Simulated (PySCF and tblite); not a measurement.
Values are calculated unless marked as measured or tabulated.
System: C6H9F2 (charge +1), numbered as in [CH2:1]=[CH:2][C+:3]([CH3:4])[CH2:5][CH:6]([F:7])[F:8].

Motion: rotation about the C2–C3 bond (torsion C1–C2–C3–C4 from -16° to 182°, rising). GFN2-xTB gives an electronic barrier of 9.4 kcal/mol and a reaction energy of -0.5 kcal/mol.

The ion is treated without a counter-ion.

**Question.** What does PBE0/pcSseg-1 + D3(BJ) give on GFN2-xTB geometries?

**Answer.** A barrier of 17.2 kcal/mol, 7.8 above the tight-binding barrier (from unrounded values), a reaction energy of -0.4 kcal/mol and, with GFN2-xTB thermal terms, ΔG‡(298 K) = 16.2 kcal/mol and k = 7.6 s⁻¹ (1 equivalent path).

Programs: tblite and PySCF.
